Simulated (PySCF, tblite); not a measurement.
Isomers of C6H13NSi2, one GFN2-xTB conformer each. Single-point energies are computed at PBE0/pcSseg-1 (PySCF, gas phase, no added dispersion term), electronic only.

| SMILES | GFN2-xTB relative energy (kJ/mol) |
| --- | --- |
| C1=C[Si@@H](NC2CC2)[SiH2]C1 | 0.0 |
| C[Si@]([SiH3])(C#N)C1CCC1 | 76.5 |

Conformers: `[CH:1]1=[CH:2][Si@@H:3]([NH:4][CH:5]2[CH2:6][CH2:7]2)[SiH2:8][CH2:9]1` with C2–Si3–N4–C5 172°, Si3–N4–C5–C6 5°, C1–C2–Si3–N4 -131°, N4–C5–C6–C7 -111°, C2–Si3–Si8–C9 7°, Si3–Si8–C9–C1 -8°; `[CH3:1][Si@:2]([SiH3:3])([C:4]#[N:5])[CH:6]1[CH2:7][CH2:8][CH2:9]1` with C1–Si2–C6–C7 -178°, Si2–C6–C7–C8 103°, C6–C7–C8–C9 13°, C7–C8–C9–C6 -13°, Si2–C6–C9–C8 -104°.

Task: What does PBE0/pcSseg-1 give for the same structures?

Result: 
| SMILES | PBE0/pcSseg-1 E (Eh) | PBE0/pcSseg-1 (kJ/mol) | GFN2-xTB (kJ/mol) | point group |
| --- | --- | --- | --- | --- |
| C[Si@]([SiH3])(C#N)C1CCC1 | -869.52512 | 0.0 | 76.5 | C1 |
| C1=C[Si@@H](NC2CC2)[SiH2]C1 | -869.51652 | 22.6 | 0.0 | C1 |

GFN2-xTB puts C1=C[Si@@H](NC2CC2)[SiH2]C1 lowest instead. As drawn, the lower has a four-membered ring and a C≡N group, which the higher lacks; the higher has a three-membered ring, an N–H bond and a C=C bond outside aromatic rings, which the lower lacks.

Task: Which frontier levels, dipoles and rotational constants go with these structures?

Result: 
```csv
SMILES,"HOMO (eV, PBE0/pcSseg-1)",LUMO (eV),dipole (D),"A, B, C (MHz)"
C[Si@]([SiH3])(C#N)C1CCC1,-8.16,-0.51,4.21,"1281, 883.0, 775.5"
C1=C[Si@@H](NC2CC2)[SiH2]C1,-6.20,-0.27,1.08,"2304, 735.7, 619.5"
```

Task: What happens when harmonic zero-point energies from GFN2-xTB frequencies are added?

Result: 
```
                     SMILES  ZPE (kJ/mol)  electronic (kJ/mol)  with ZPE (kJ/mol)
  C[Si@]([SiH3])(C#N)C1CCC1         445.6                  0.0                0.0
C1=C[Si@@H](NC2CC2)[SiH2]C1         448.5                 22.6               25.4
```

The zero-point energies span 2.9 kJ/mol. The order is unchanged.

Task: As an exercise, what shares would exp(−E/RT) give at 1000 K from these electronic energies alone (no entropy, no degeneracies)?

Result: RT = 8.314 kJ/mol: C[Si@]([SiH3])(C#N)C1CCC1 93.8 %, C1=C[Si@@H](NC2CC2)[SiH2]C1 6.2 %.
